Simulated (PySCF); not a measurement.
# Tungsten: a sound run and one with changed settings

Sound run: W+ [Xe] 4f14 5d4 6s1, W(2+) [Xe] 4f14 5d4. All numbers are calculated (PySCF 2.14, a scalar-relativistic core potential, in def2-SVP with the def2 core potential (60 electrons) (6s3p2d1f, 32 functions)). In the sound run the correlated levels freeze 5s2 5p6 outside the core potential. The sound run starts from symmetry-adapted Hartree-Fock orbitals and uses a fine grid where one is needed.

Changed run: initial guess minao, at most 50 SCF cycles, level shift 2.0 hartree.

| species | method | sound run (hartree) | changed run (hartree) | converged |
| --- | --- | --- | --- | --- |
| W+ | UHF | -66.09628 | -66.07838 | yes |
| W+ | r2SCAN | -66.67947 | -66.65496 | yes |
| W+ | B3LYP | -66.65351 | -66.63488 | yes |
| W(2+) | UHF | -65.54668 | -65.54668 | yes |
| W(2+) | r2SCAN | -66.08007 | -66.08005 | no |
| W(2+) | B3LYP | -66.06406 | -66.06406 | no |
| W(2+) | MP2 | -65.56510 | -65.55434 | yes |

The plain start fixes occupations by D2h representation alone, and W+ at UHF, W+ at r2SCAN, W+ at B3LYP landed in another state (other ⟨L²⟩ or ⟨S²⟩). A level shift leaves the converged SCF energy unchanged but raises the virtual orbital energies, which shrinks MP2 if it is not removed.
